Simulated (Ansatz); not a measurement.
```yaml
crystal:
  periodic: [false, false, false]
  atoms:
    - {symbol: F, position_ang: [-0.466331, -0.366536, 1.113996]}
    - {symbol: C, position_ang: [0.020551, -0.482019, 0.532089]}
    - {symbol: C, position_ang: [0.717179, 0.243188, 0.454937]}
    - {symbol: C, position_ang: [0.288705, 0.751779, -0.227027]}
    - {symbol: C, position_ang: [-0.364726, 0.416265, -0.710422]}
    - {symbol: C, position_ang: [-0.575592, -0.418460, -0.365697]}
    - {symbol: F, position_ang: [-1.481823, -0.601590, -0.213073]}
    - {symbol: F, position_ang: [-0.217498, -0.965836, -1.004090]}
    - {symbol: H, position_ang: [0.289406, -1.255312, 0.504524]}
    - {symbol: H, position_ang: [0.691235, 0.576948, 1.137207]}
    - {symbol: H, position_ang: [1.206770, -0.000885, 0.197384]}
    - {symbol: H, position_ang: [0.478883, 1.346935, -0.348873]}
    - {symbol: H, position_ang: [-0.842102, 0.672535, -1.086284]}
basis:
  gaussian: {orbitals: def2-TZVPP}
magnetization: {spin_polarized: true, initial_magnetization: 0}
hamiltonian: {xc: {name: BHLYP}, dispersion: d3bjatm, pseudopotentials: {relativity: scalar}}
scf: {lower_state_search: full}
```

```sh
$ ansatz run in.yaml --threads 4 --pin off --events-out ev --progress --plain --max-ram 11315MiB
```

It prints (some lines left out):

```
Functional definition: BHLYP
1925 factors; their error is unknown
mean field evaluation 1: about -13204.4885 eV, gradient 1.4e2 eV
mean field evaluation 2: about -13019.1936 eV, gradient 2.4e2 eV
mean field evaluation 4: about -13254.0517 eV, gradient 8.8e0 eV
mean field evaluation 8: about -13254.2635 eV, gradient 2.5e-1 eV
mean field evaluation 16: about -13254.3780 eV, gradient 5.8e-4 eV
mean field -13254.37801207 eV, -487.0894078034 hartree, gradient 4.7e-5 eV, S^2 0.000000; 0 other end points of the search recorded, 0 dependent functions left out
reference -13254.37816199 eV, -487.0894133129 hartree; 31, 31 occupied and 287, 287 virtual orbitals, 1925 factors
Total energy: -13254.82437618 eV, -487.1058113819 hartree
Relativity: scalar
```

**Question.** What is wrong with this run?

**Answer.** The geometry is squeezed to about two thirds of its size. The run converged. The result belongs to that input, not to the molecule as meant.
